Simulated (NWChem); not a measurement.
System: arsenic trifluoride (AsF$_{3}$); SMILES F[As](F)F

Parts of the log:

```
             Northwest Computational Chemistry Package (NWChem) 7.3.0
             --------------------------------------------------------

 C3V symmetry detected

                             Geometry "geometry" -> ""
                             -------------------------

 Output coordinates in angstroms (scale by  1.889725989 to convert to a.u.)

  No.       Tag          Charge          X              Y              Z
 ---- ---------------- ---------- -------------- -------------- --------------
    1 F                    9.0000     1.05689858     1.05689858    -0.48729835
    2 As                  33.0000     0.00000000     0.00000000     0.39869865
    3 F                    9.0000    -1.44375030     0.38685173    -0.48729835
    4 F                    9.0000     0.38685173    -1.44375030    -0.48729835

 Effective nuclear repulsion energy (a.u.)     321.0287307225

      Symmetry information
      --------------------

 Group name             C3v
 Group number             17
 Group order               6
 No. of unique centers     2

                                 NWChem DFT Module
                                 -----------------

 Summary of "ao basis" -> "ao basis" (spherical)
 ------------------------------------------------------------------------------
       Tag                 Description            Shells   Functions and Types
 ---------------- ------------------------------  ------  ---------------------
 F                          pcseg-1                  6       14   3s2p1d
 As                         pcseg-1                 11       27   5s4p2d

      Symmetry analysis of basis
      --------------------------

        a1         21
        a2          4
        e          44

  Rotation of axis

            General Information
            -------------------
          SCF calculation type: DFT
          Wavefunction type:  closed shell.
          No. of atoms     :     4
          No. of electrons :    60
           Alpha electrons :    30
            Beta electrons :    30
          Charge           :     0
          Spin multiplicity:     1
          Use of symmetry is: on ; symmetry adaption is: on
          Maximum number of iterations: 150
          AO basis - number of functions:    69
                     number of shells:    29
          Convergence on energy requested:  1.00D-06
          Convergence on density requested:  1.00D-05
          Convergence on gradient requested:  5.00D-04

              XC Information
              --------------
                         B3LYP Method XC Potential
                     Hartree-Fock (Exact) Exchange  0.200
                        Slater Exchange Functional  0.800 local
                    Becke 1988 Exchange Functional  0.720 non-local
              Lee-Yang-Parr Correlation Functional  0.810
                  VWN I RPA Correlation Functional  0.190 local

             Grid Information
             ----------------
          Grid used for XC integration:  medium
          Radial quadrature: Mura-Knowles
          Angular quadrature: Lebedev.
          Tag              B.-S. Rad. Rad. Pts. Rad. Cut. Ang. Pts.
          ---              ---------- --------- --------- ---------
          F                   0.50       49           7.0       434
          As                  1.15      112           6.0       590
          Grid pruning is: on
          Number of quadrature shells:   161
          Spatial weights used:  Erf1

      Superposition of Atomic Density Guess
      -------------------------------------

 Sum of atomic energies:       -2531.89479713

      Non-variational initial energy
      ------------------------------

 Total energy =   -2532.150061
 1-e energy   =   -4172.180293
 2-e energy   =    1319.001501
 HOMO         =      -0.366023
 LUMO         =       0.040362

      Symmetry analysis of molecular orbitals - initial
      -------------------------------------------------

  Numbering of irreducible representations:

     1 a1          2 a2          3 e

  Orbital symmetries:

     1 a1          2 a1          3 e           4 e           5 a1
     6 a1          7 e           8 e           9 a1         10 e
    11 e          12 a1         13 e          14 e          15 e
    16 e          17 a1         18 a1         19 e          20 e
    21 a1         22 e          23 e          24 a1         25 e
    26 e          27 e          28 e          29 a2         30 a1
    31 e          32 e          33 a1         34 a1         35 a1
    36 e          37 e          38 e          39 e          40 a1

     ---------------------------------------------
      Total Density - Mulliken Population Analysis
     ---------------------------------------------

    Atom       Charge   Shell Charges
 -----------   ------   -------------------------------------------------------
    1 F    9     9.66   2.00  0.97  0.99  3.58  2.12  0.00
    2 As  33    31.02   2.00  2.00  2.00  1.10  0.70  6.00  5.98  0.65  0.44 10.02  0.13
    3 F    9     9.66   2.00  0.97  0.99  3.58  2.12  0.00
    4 F    9     9.66   2.00  0.97  0.99  3.58  2.12  0.00

   convergence    iter        energy       DeltaE   RMS-Dens  Diis-err
 ---------------- ----- ----------------- --------- --------- ---------
 d= 0,ls=0.0,diis     1  -2535.0659160220 -2.86D+03  2.73D-02  1.18D+00
 d= 0,ls=0.0,diis     2  -2534.8629127569  2.03D-01  1.40D-02  3.69D+00
 d= 0,ls=0.0,diis     3  -2535.1980299965 -3.35D-01  1.80D-03  2.21D-02
 d= 0,ls=0.0,diis     4  -2535.1996805608 -1.65D-03  5.01D-04  1.32D-03
 d= 0,ls=0.0,diis     5  -2535.1997980118 -1.17D-04  4.01D-05  5.75D-06
 d= 0,ls=0.0,diis     6  -2535.1997984484 -4.37D-07  4.88D-06  5.68D-08

         Total DFT energy =    -2535.199798448351
      One electron energy =    -4170.025323776136
           Coulomb energy =     1428.349817509544
    Exchange-Corr. energy =     -114.553022904272
 Nuclear repulsion energy =      321.028730722512

 Numeric. integr. density =       60.000008247706

                  Occupations of the irreducible representations
                  ----------------------------------------------

                     irrep           alpha         beta
                     --------     --------     --------
                     a1               11.0         11.0
                     a2                1.0          1.0
                     e                18.0         18.0

                       DFT Final Molecular Orbital Analysis
                       ------------------------------------

 Vector   28  Occ=2.000000D+00  E=-4.332035D-01  Symmetry=e
              MO Center= -2.9D-01, -4.2D-01, -4.5D-01, r^2= 2.5D+00
   Bfn.  Coefficient  Atom+Function         Bfn.  Coefficient  Atom+Function
  ----- ------------  ---------------      ----- ------------  ---------------
    60      0.339169  4 F  py                45     -0.293057  3 F  px
    61     -0.286175  4 F  pz                47      0.257134  3 F  pz
    63      0.235577  4 F  py                46      0.212232  3 F  py
    48     -0.204039  3 F  px                64     -0.188797  4 F  pz
    59     -0.187632  4 F  px                 5      0.184399  1 F  py

 Vector   29  Occ=2.000000D+00  E=-4.260225D-01  Symmetry=a2
              MO Center= -4.5D-14,  2.2D-14, -4.8D-01, r^2= 2.7D+00
   Bfn.  Coefficient  Atom+Function         Bfn.  Coefficient  Atom+Function
  ----- ------------  ---------------      ----- ------------  ---------------
    46      0.391458  3 F  py                59     -0.391458  4 F  px
     4      0.286567  1 F  px                 5     -0.286567  1 F  py
    49      0.266577  3 F  py                62     -0.266577  4 F  px
     7      0.195148  1 F  px                 8     -0.195148  1 F  py
    45      0.104891  3 F  px                60     -0.104891  4 F  py

 Vector   30  Occ=2.000000D+00  E=-3.604531D-01  Symmetry=a1
              MO Center=  5.3D-17,  4.5D-16,  3.1D-01, r^2= 2.6D+00
   Bfn.  Coefficient  Atom+Function         Bfn.  Coefficient  Atom+Function
  ----- ------------  ---------------      ----- ------------  ---------------
    18      0.423903  2 As s                 19      0.419707  2 As s
    17     -0.351497  2 As s                 28      0.294707  2 As pz
     6     -0.281275  1 F  pz                47     -0.281275  3 F  pz
    61     -0.281275  4 F  pz                 9     -0.205174  1 F  pz
    50     -0.205174  3 F  pz                64     -0.205174  4 F  pz

 Vector   31  Occ=0.000000D+00  E=-5.067969D-02  Symmetry=e
              MO Center=  6.5D-02,  4.8D-02,  5.3D-01, r^2= 2.5D+00
   Bfn.  Coefficient  Atom+Function         Bfn.  Coefficient  Atom+Function
  ----- ------------  ---------------      ----- ------------  ---------------
    29      0.576572  2 As px                30     -0.496675  2 As py
    26      0.354700  2 As px                27     -0.305548  2 As py
    44      0.212328  3 F  s                 23     -0.205533  2 As px
    58     -0.194828  4 F  s                 47      0.184729  3 F  pz
    24      0.177052  2 As py                61     -0.169504  4 F  pz

[...]

                         DFT ENERGY GRADIENTS

    atom               coordinates                        gradient
                 x          y          z           x          y          z
   1 F       1.997249   1.997249  -0.920860   -0.011056  -0.011056   0.009682
   2 As      0.000000   0.000000   0.753431    0.000000   0.000000  -0.029047
   3 F      -2.728292   0.731044  -0.920860    0.015103  -0.004047   0.009682
   4 F       0.731044  -2.728292  -0.920860   -0.004047   0.015103   0.009682
```

Level: B3LYP/pcseg-1. Geometry: optimised at B3LYP/6-31G* (spherical d). B3LYP is NWChem's, with the RPA form of VWN correlation.

Task: Write an input that gives this output.

Result: Several could match; the one computed here: the input that was run:
```
start job
memory heap 200 mb stack 900 mb global 1100 mb
geometry units angstroms noautoz
  F     -1.443028    -0.389537    -0.504258
  As     0.000000     0.000000     0.381739
  F      1.058863    -1.054930    -0.504258
  F      0.384165     1.444468    -0.504258
end
basis spherical
  F library pcseg-1
  As library pcseg-1
end
dft
  xc b3lyp
  iterations 150
  mulliken
end
task dft gradient
```
